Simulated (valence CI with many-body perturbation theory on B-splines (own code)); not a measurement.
The numbers below are computed, except where a source is named.
**Cr XIX: configurations and terms from energies and g**

Level of theory: relativistic CI+MBPT: four valence electrons over a frozen Dirac-Fock core [He], radial functions for each j: 11 s, 11 p, 9 d, 7 f, 5 g, 2 h, 1 i, with the one-electron correlation potential Σ1 (screened to all orders), the two-electron term Σ2, the three-electron term Σ3, Breit, model QED; selected single and double excitations, second order for the rest (own B-spline code, finite nucleus).

No measured spectrum was set against this ion. As an estimate, levels of excited configurations hold to 0.05 to 0.15 % of their energy, terms of the ground configuration to about 0.5 %. Among the levels kept, up to 260 cm⁻¹ of a level comes from second order outside the variational space, and about a tenth of that is noise between levels of different J, which matters for small intervals.

| No. | J | Parity | E (cm⁻¹) | g |
| --- | --- | --- | --- | --- |
| 2 | 1 | even | 47810 | 1.498 |
| 3 | 2 | even | 82482 | 1.415 |
| 4 | 2 | even | 184780 | 1.080 |
| 6 | 2 | odd | 403140 | 1.988 |
| 7 | 2 | odd | 671660 | 1.210 |
| 8 | 1 | odd | 672740 | 0.596 |
| 9 | 3 | odd | 686860 | 1.331 |
| 11 | 1 | odd | 794010 | 1.419 |
| 12 | 2 | odd | 804660 | 1.440 |
| 13 | 1 | odd | 960030 | 1.859 |
| 14 | 2 | odd | 976530 | 1.020 |
| 15 | 1 | odd | 1091200 | 1.115 |
| 16 | 2 | even | 1450200 | 1.459 |
| 17 | 1 | even | 1514200 | 1.498 |

Energies count from the lowest level. Strongly mixed levels and levels close to another of their J and parity, and those with J = 0 are left out, so the numbers can have gaps.

Question: Give configuration and LS term of each level.

Answer: 2: 2s2 2p2 3P; 3: 2s2 2p2 3P; 4: 2s2 2p2 1D; 6: 2s 2p3 5S°; 7: 2s 2p3 3D°; 8: 2s 2p3 3D°; 9: 2s 2p3 3D°; 11: 2s 2p3 3P°; 12: 2s 2p3 3P°; 13: 2s 2p3 3S°; 14: 2s 2p3 1D°; 15: 2s 2p3 1P°; 16: 2p4 3P; 17: 2p4 3P.
